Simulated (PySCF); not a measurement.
## How exact exchange moves a shielding

Molecule: `C(CNB)C`, C$_{3}$H$_{10}$BN.

Molfile (atoms numbered from 1):
```
C3H10BN
     RDKit          3D

 15 14  0  0  0  0  0  0  0  0999 V2000
   -2.6566   -0.0533   -0.0661 B   0  0  0  0  0  0  0  0  0  0  0  0
   -1.4233   -0.3147    0.5141 N   0  0  0  0  0  0  0  0  0  0  0  0
   -0.1776    0.3787    0.2806 C   0  0  0  0  0  0  0  0  0  0  0  0
    0.8709   -0.4808   -0.4150 C   0  0  0  0  0  0  0  0  0  0  0  0
    2.1802    0.2564   -0.6404 C   0  0  0  0  0  0  0  0  0  0  0  0
   -3.6012   -0.7505    0.2266 H   0  0  0  0  0  0  0  0  0  0  0  0
   -2.7543    0.8666   -0.8480 H   0  0  0  0  0  0  0  0  0  0  0  0
   -1.3416   -1.0906    1.1634 H   0  0  0  0  0  0  0  0  0  0  0  0
    0.2345    0.7508    1.2374 H   0  0  0  0  0  0  0  0  0  0  0  0
   -0.3978    1.2672   -0.3317 H   0  0  0  0  0  0  0  0  0  0  0  0
    1.0509   -1.3889    0.1883 H   0  0  0  0  0  0  0  0  0  0  0  0
    0.4551   -0.8318   -1.3745 H   0  0  0  0  0  0  0  0  0  0  0  0
    2.6234    0.5899    0.3118 H   0  0  0  0  0  0  0  0  0  0  0  0
    2.9205   -0.3818   -1.1450 H   0  0  0  0  0  0  0  0  0  0  0  0
    2.0326    1.1514   -1.2658 H   0  0  0  0  0  0  0  0  0  0  0  0
  1  2  1  0
  2  3  1  0
  3  4  1  0
  4  5  1  0
  1  6  1  0
  1  7  1  0
  2  8  1  0
  3  9  1  0
  3 10  1  0
  4 11  1  0
  4 12  1  0
  5 13  1  0
  5 14  1  0
  5 15  1  0
M  END
```

GIAO shieldings (ppm, equivalent atoms averaged) in PySCF on the PBE0-D3(BJ)/def2-SVP geometry, basis pcSseg-1, gas phase, non-relativistic:

| functional | exact exchange (%) | σ(B1) | σ(N2) | σ(C3) |
| --- | --- | --- | --- | --- |
| BLYP | 0 | 58.0 | 93.1 | 115.0 |
| BP86 | 0 | 61.0 | 98.8 | 120.8 |
| PBE | 0 | 60.2 | 97.5 | 120.9 |
| PBE0 | 25 | 63.8 | 109.1 | 128.3 |
| mPW1PW91 | 25 | 63.9 | 109.2 | 127.6 |
| BHandHLYP | 50 | 65.2 | 115.5 | 129.4 |
| HF | 100 | 75.0 | 136.2 | 141.4 |

Problem. Fit each shielding as a line in the percentage of exact exchange.

Solution. σ(B1) = 59.7 + 0.15 x (rms 1.1 ppm); σ(N2) = 97.3 + 0.39 x (rms 2.1 ppm); σ(C3) = 119.9 + 0.22 x (rms 2.4 ppm). The functionals also differ in their semilocal parts, which the line can't hold; Hartree–Fock has no correlation at all.

Problem. What does the line predict for B3LYP (20 %), and what does the run give?

Solution. σ(B1): 62.7 predicted, 60.8 computed; σ(N2): 105.1 predicted, 102.5 computed; σ(C3): 124.3 predicted, 121.4 computed ppm.
